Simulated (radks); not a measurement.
Results of a calculation; reference values are marked as such.
Task: All-electron atom: Pb in [Hg] 6p2. Level of theory: Dirac Kohn-Sham, PBE, spin-unpolarised, spherical densities, point nucleus; open shells fill j = l - 1/2 first (a radial shooting solver on a logarithmic mesh with Libxc functionals). Some entries of the table are withheld. Estimate them.

| orbital | occ. | eigenvalue (eV) | <1/r> (bohr^-1) |
|---|---|---|---|
| 1s1/2 | 2 | -87980.37 | 101.5 |
| 2s1/2 | 2 | -15721.17 | 25.08 |
| 2p1/2 | 2 | -15095.18 | 25.01 |
| 2p3/2 | 4 | -12905.22 | 19.96 |
| 3s1/2 | 2 | (1) | 9.194 |
| 3p1/2 | 2 | -3490.530 | 9.100 |
| 3p3/2 | 4 | -3001.898 | 7.780 |
| 3d3/2 | 4 | -2539.417 | (2) |
| 3d5/2 | 6 | -2435.466 | (3) |
| 4s1/2 | 2 | -853.2073 | 3.904 |
| 4p1/2 | 2 | -731.2347 | 3.792 |
| 4p3/2 | 4 | -611.6313 | 3.336 |
| 4d3/2 | 4 | -413.2490 | 3.139 |
| 4d5/2 | 6 | -390.9330 | 3.036 |
| 5s1/2 | 2 | -142.6326 | 1.620 |
| 4f5/2 | 6 | -134.1600 | 2.696 |
| 4f7/2 | 8 | -129.1295 | 2.656 |
| 5p1/2 | 2 | -101.0595 | 1.496 |
| 5p3/2 | 4 | -78.7171 | 1.328 |
| 5d3/2 | 4 | -21.6248 | 1.031 |
| 5d5/2 | 6 | -19.0507 | 0.9893 |
| 6s1/2 | 2 | -11.2352 | 0.5511 |
| 6p1/2 | 2 | -3.9916 | 0.4149 |
| 6p3/2 | 0 | -2.6219 | 0.3489 |

Result: 
(1) 3s1/2 eigenvalue (eV): -3772.512
(2) 3d3/2 <1/r> (bohr^-1): 7.680
(3) 3d5/2 <1/r> (bohr^-1): 7.386
